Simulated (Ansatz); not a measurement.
The cluster Cs₂I₂. The state is a quintet with charge 0. Geometry B3LYP-D4/def2-SVP; atoms count from 1.

Cartesian coordinates in Å:
```
Cs 2.341 -0.305 -2.101
Cs -2.341 0.305 2.101
I -1.784 2.791 -2.392
I 1.783 -2.791 2.392
```

In the def2 sets Cs, I take a core potential; there is no spin–orbit coupling. At PBE0-D4/def2-TZVP a singlet of charge 0 lies 8.26 eV below the quintet, each at its own geometry. The structure comes from a short search, and lower isomers may exist.

(1) Estimate the Mulliken populations from the PBE0/def2-TZVP orbitals of Ansatz.

(2) Where does the spin sit?

## Answers

(1) 
| atom | charge (e) | spin (α − β) |
| --- | --- | --- |
| Cs1 | -0.03 | 1.00 |
| Cs2 | -0.03 | 1.00 |
| I3 | 0.03 | 1.00 |
| I4 | 0.03 | 1.00 |
Mulliken values and Mayer orders depend strongly on the basis.

(2) Summed by element: Cs 2.00, I 2.00, of 4 unpaired in all. Largest on single atoms: I3 1.00, I4 1.00, Cs1 1.00.
